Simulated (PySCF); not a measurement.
Ta: excitation energy

Ta [Xe] 4f14 5d3 6s2 (4F) → Ta [Xe] 4f14 5d4 6s1 (6D), as a difference of total energies. Calculation: PySCF 2.14, in aug-cc-pVTZ-PP with ECP60MDF; a scalar-relativistic core potential. Correlated levels: valence: 5s2 5p6 frozen. The calculations carry no spin-orbit coupling.

```tsv
method	excitation energy (eV)
UHF	0.235
MP2 (valence)	0.795
SCS-MP2 (valence)	1.473
CCSD (valence)	0.893
CCSD(T) (valence)	0.975
```

How much does correlation contribute at CCSD(T) (valence)?

0.975 − (0.235) = 0.740 eV, measured against UHF.
